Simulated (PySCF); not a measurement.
## Computed properties of Mo(S)2(OH)(SH) (H2MoOS3), SMILES [OH][Mo](=[S])(=[S])[SH], multiplicity 1

H2MoOS3, SMILES [OH][Mo](=[S])(=[S])[SH], multiplicity 1. Coordinates come from a B3LYP-D3(BJ)/def2-SVP optimisation. The spin state was assumed, not searched. The structure was generated by enumeration; whether it is a known compound was not checked. The def2 effective core potentials stand for the cores of Mo; spin–orbit coupling is left out. The values are those of a single conformer. All values are computed for the isolated molecule unless a solvent is named; none is compared with measurement here.

**Structure.** All 15 harmonic modes at B3LYP-D3(BJ)/def2-SVP (PySCF) are real, so it is a minimum. With heavy atoms numbered as in [Mo:1](=[S:2])(=[S:3])([OH:4])[SH:6], the shortest bond between them is Mo1–O4 at 1.870 Å and the longest Mo1–S6 at 2.332 Å.

**Vibrations.** The strongest infrared lines (harmonic, unscaled, degenerate partners summed) lie at 3813 cm⁻¹ (257 km/mol, H 94 %), 614 cm⁻¹ (165 km/mol, H 75 %, O 18 %), 332 cm⁻¹ (110 km/mol, H 85 %, O 12 %). The softest mode is at 135 cm⁻¹ and the zero-point energy is 16.3 kcal/mol.

**Electronic structure.** ωB97X/def2-TZVP (PySCF) places the frontier levels at -9.66 and -1.63 eV, a gap of 8.03 eV, and gives a dipole moment of 2.02 D and a mean polarisability of 105.9 bohr³. PBE/def2-TZVP (PySCF) at the same geometry gives -6.38 and -4.11 eV, so its gap is 5.76 eV narrower. An orbital gap is neither the optical nor the fundamental gap.

**Excitations.** TDA-B3LYP/def2-SVPD (PySCF) has S1 at 2.40 eV (518 nm, f = 0.001, dark); the most intense of the 10 singlets computed lies at 3.28 eV (f = 0.02). T1 (TDA) is at 2.09 eV, 0.31 eV under S1. TDA-PBE/def2-SVPD (PySCF) puts S1 at 2.39 eV.
